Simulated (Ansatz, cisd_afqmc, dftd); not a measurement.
Species: AlH₂I, charge 0, singlet. AlH2I (SMILES [I][AlH2]).
B3LYP-D3(BJ)/def2-TZVP minimum from Ansatz (an electronic-structure program):
```xyz
4

Al    -1.0179    -1.5971     0.2867
H     -0.4992    -2.6121     1.3671
H     -2.3151    -1.8034    -0.5744
I      0.3028     0.4750    -0.0853
```
Charge 0, spin multiplicity 1.

Wanted: atomisation energy (electronic, to ground-state atoms), in kcal/mol. UHF or UKS for unpaired electrons; spin-orbit terms are left out. Cores are frozen in correlated methods (noble-gas shells, and filled d and f shells in the p block). Past Kr the def2 sets carry scalar-relativistic core potentials. AFQMC is phaseless with a CISD trial state; ± is one standard error, without the phaseless bias. Outlying blocks are dropped, and bars are widened where a walk drifts. Over all cases where full CI ran beside it in this data, AFQMC minus full CI had a median of +0.1 mEh and passed +0.4 mEh in a tenth of the cases. CBS(X,Y): correlation extrapolated as X^-3, Hartree-Fock from the larger set. A bracket is a step between two methods taken in the basis named. Where a partner has so few electrons that a lower coupled-cluster level is exact, that level stands in. Spin-orbit terms, left out, reach several kcal/mol for Br and I, and more for heavier atoms.

| level | program | atomisation energy (kcal/mol) | difference against the last row |
|---|---|---|---|
| HF/def2-SVP | Ansatz | 168.8 | -50.2 |
| B3LYP/def2-TZVPD | Ansatz | 212.4 | -6.6 |
| r2SCANh/def2-TZVPD | Ansatz | 217.3 | -1.7 |
| B2PLYP-D4/def2-TZVPD | Ansatz + dftd4 | 213.0 | -6.0 |
| CCSDT(Q)/def2-SVP | Ansatz | 204.0 | -15.0 |
| CCSDT(Q)/def2-TZVPP | Ansatz | 212.1 | -6.9 |
| CCSDTQ/def2-SVP | Ansatz | 204.0 | -15.0 |
| AFQMC/CISD/def2-SVP | cisd_afqmc | 204.1 ± 0.2 | -14.9 |
| CCSD(T)/CBS(def2-TZVPP,def2-QZVPP) + [CCSDTQ - CCSD(T)]/def2-SVP | Ansatz | 219.1 | 0.1 |
| CCSD(T)/CBS(def2-TZVPP,def2-QZVPP) + [CCSDT(Q) - CCSD(T)]/def2-TZVPP + [CCSDTQ - CCSDT(Q)]/def2-SVP | Ansatz | 219.0 | 0.0 |
